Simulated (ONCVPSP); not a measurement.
**tungsten, ONCV: configuration errors across variants**

- Element: tungsten (W)
- Generator: ONCVPSP 4.0.1
- Type: optimised norm-conserving Vanderbilt (ONCV)
- Functional: BLYP
- Relativity: fully relativistic
- Frozen core: [Xe] 4f14
- Valence charge: 6
- Reference configuration: 5d4 6s1.5 6p0.5
- Partial waves: 6s: rc 2.25 bohr, ncon 4, nbas 7, qcut 2.4 1/bohr, 3 projectors, debl 2.9 Ha; 6p: rc 3.05 bohr, ncon 3, nbas 8, qcut 2.8 1/bohr, 1 projector; 5d: rc 2.65 bohr, ncon 4, nbas 8, qcut 6.6 1/bohr, 1 projector
- Local potential: polynomial inside 1.80 bohr (lpopt 5, dvloc0 3 Ha)
- Core correction: polynomial model core, fcfact 0.75

Open shells are filled in proportion to 2j + 1.

All-electron excitation energies from the reference (eV): (1) 5d4 6s2 6p0 -2.176; (2) 5d4 6s1 6p0 6.643; (3) 5d4 6s0 6p0 22.393; (4) 5d3 6s2 6p1 1.755.

1 further variants failed, have other tests or too few solved ones, and are left out.

A true bound ghost makes a file unfit for plane-wave use even where its test errors are small: the radial tests pick states by their node count and pass the ghost by.

Errors AE − PS in meV (a dash: test not solved or not reliable):

```csv
change,(1),(2),(3),(4),bound ghosts,GHOST(+) flags above zero
base,-0.6,-3.8,-23,-64,s,s
s: qcut 1.8; p: qcut 2.1; d: qcut 5,-0.2,-2.9,-22,-36,s,s
s: qcut 2.2; p: qcut 2.6; d: qcut 6.1,-0.5,-3.6,-22,-58,s,s
s: qcut 2.6; p: qcut 3; d: qcut 7,-0.7,-4.0,-24,-69,s,s
s: qcut 2.9; p: qcut 3.4; d: qcut 7.9,-0.8,-4.0,-24,-69,s,s
s: qcut 3; p: qcut 3.6; d: qcut 8.4,-0.8,-4.4,-25,-77,s,s
```

Give the same row for: s: qcut 1.5; p: qcut 1.8; d: qcut 4.2.

0.0, -2.4, -24, -11; bound ghosts: s; GHOST(+) flags above zero: s.
